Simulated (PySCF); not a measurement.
Level of theory: delta-SCF UKS SCAN, pcX-2 on the ionised atom, pcseg-1 elsewhere, spin-free X2C in PySCF. Geometries: PBE0-D3(BJ)/def2-SVP; isolated species, one conformer each. Values against the vacuum level.

Question: Order these sites by rising C 1s binding energy.
A. C2 in `[C-:1]#[C:2][CH2:3][CH3:4]`
B. C1 in `[CH3:1][C+:2]([CH3:3])[CH3:4]`
C. C4 in `[CH:1]#[C:2][C:3]#[C:4][C@H:5]([CH3:6])[C:7]([CH3:8])=[O:9]`
D. C1 in `[CH3:1][C@@H:2]1[S:3][C@H:4]1[CH3:5]`

Answer: A (282.80 eV), C (290.54 eV), D (290.91 eV), B (296.89 eV).

From the lowest up, the atoms are bonded to: C (triple bond) and C in a species of charge -1 (282.80); C (triple bond) and C (290.54); C and 3 H (290.91); C and 3 H in a species of charge +1 (296.89).

1 of these hole states is spin-contaminated (⟨S²⟩ 0.96, against 0.75; counted from 0.85) and less certain. The basis sets have no added diffuse functions, a weakness for anions.
